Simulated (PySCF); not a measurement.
A structure optimised at PBE-D3(BJ)/def2-SVP, used in a PySCF frequency run:

```
B
N 1 1.4008
H 2 1.0202 1 123.33
H 2 1.0202 3 113.33 1 180.00
C 1 1.6019 2 125.93 3 180.00
H 5 1.1155 1 113.13 2 -59.39
H 5 1.1155 6 104.66 1 -123.58
C 5 1.5138 6 112.25 7 -122.00
C 8 1.3522 5 114.22 6 -121.22
H 8 1.1035 9 123.13 5 180.00
H 9 1.1035 8 123.13 10 0.00
C 9 1.5138 11 122.65 8 180.00
H 12 1.1155 9 112.25 11 -58.78
H 12 1.1155 13 104.66 9 -122.00
```

Problem. Write its SMILES, formula and point group.

Solution. NB1CC=CC1, C4H8BN, C2v

Problem. What are its rotational constants (standard atomic weights)?

Solution. 6.7598, 3.1324, 2.1990 GHz
